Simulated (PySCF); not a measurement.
**Telling isomers of C$_{6}$H$_{11}$N apart by NMR**

- GFN2-xTB geometry
- σ from GIAO-PBE0/pcSseg-1
- program: PySCF 2.14.0 with density-fitted response routines
- fast rotation and ring inversion assumed for equivalent nuclei, no solvent, relativity neglected, single conformer

Referencing at the same level of theory: 1H (σ = 31.72 ppm) and 13C (σ = 186.93 ppm) against TMS. Where no couplings were computed, multiplicities follow the n + 1 count of equivalent neighbours, and m marks all less simple cases (inequivalent or close neighbours, rings, F or P nearby). Shifts are as computed. Against solution values, carbons near 30 ppm lie about +3 ppm off and those near 130 ppm about +5 ppm (rms about the fit 2.1 ppm; single classes can miss by 10 ppm). Of 1328 compounds with measured shifts, 309 miss one by over three times the rms of a fit or turn the order of signals round; such compounds aren't used in these exercises. Signals without a measured value on file couldn't be tested in this way; 1H shifts scatter by 0.2 ppm about their fit, and single ones miss by 0.5 ppm. OH and NH positions are gas-phase values without hydrogen bonding to other molecules.

(1) Tabulate the signals of `C=CCN(C)C=C`, `C/N=C1\CC[C@@H]1C`, `C1CC([C@@H]2CN2)C1` and their relative energies.

(2) What is the quickest way to tell C=CCN(C)C=C from C/N=C1\CC[C@@H]1C?

(3) What is the quickest way to tell C=CCN(C)C=C from C1CC([C@@H]2CN2)C1?

(4) What is the quickest way to tell C/N=C1\CC[C@@H]1C from C1CC([C@@H]2CN2)C1?

Answers

(1) 
| SMILES | carbon types | δC | δH | E rel. (kcal/mol) |
| --- | --- | --- | --- | --- |
| C=CCN(C)C=C | 2×CH 3×CH2 1×CH3 | 147.8, 145.6, 123.3, 84.7, 65.4, 35.6 | 6.27 (m, 1H), 6.00 (m, 1H), 5.45 (m, 1H), 5.39 (m, 1H), 3.92 (m, 1H), 3.72 (m, 1H), 3.62 (d, 2H), 2.54 (s, 3H) | 12.4 |
| C/N=C1\CC[C@@H]1C | 1×C 1×CH 2×CH2 2×CH3 | 177.2, 47.7, 41.9, 30.7, 22.0, 20.3 | 3.46 (s, 3H), 3.10 (m, 1H), 2.89 (m, 1H), 2.80 (m, 1H), 2.12 (m, 1H), 1.40 (m, 1H), 1.18 (d, 3H) | 0.0 |
| C1CC([C@@H]2CN2)C1 | 2×CH 4×CH2 | 42.6, 38.0, 26.9, 25.5, 24.1, 17.3 | 2.22 (m, 1H), 2.18 (m, 1H), 2.06 (m, 1H), 1.99 (m, 1H), 1.97 (m, 1H), 1.92 (m, 1H), 1.60 (m, 1H), 1.42 (m, 1H), 1.29 (m, 1H), 1.22 (m, 1H), -0.65 (br s, 1H) | 16.4 |

Energies are electronic energies at PBE0/pcSseg-1 on these geometries, without zero-point or thermal terms, each for the one conformer computed, which needn't be the lowest.

(2) Both give the same number of carbon signals, but DEPT or the intensities differ. The first has an alkene carbon bearing nitrogen (CH) at 147.8 ppm, the second a C=N carbon (C) at 177.2 ppm. In the proton spectra the most deshielded non-exchanging signals are 6.27 (m, 1H) and 3.46 (s, 3H).

(3) Both give the same number of carbon signals, but DEPT or the intensities differ. The first has an alkene carbon bearing nitrogen (CH) at 147.8 ppm, the second an sp3 CH in a ring at 42.6 ppm. In the proton spectra the most deshielded non-exchanging signals are 6.27 (m, 1H) and 2.22 (m, 1H).

(4) Both give the same number of carbon signals, but DEPT or the intensities differ. The first has a C=N carbon (C) at 177.2 ppm, the second an aziridine ring carbon (CH) at 38.0 ppm. Their most deshielded carbons lie at 177.2 and 42.6 ppm. In the proton spectra the most deshielded non-exchanging signals are 3.46 (s, 3H) and 2.22 (m, 1H).
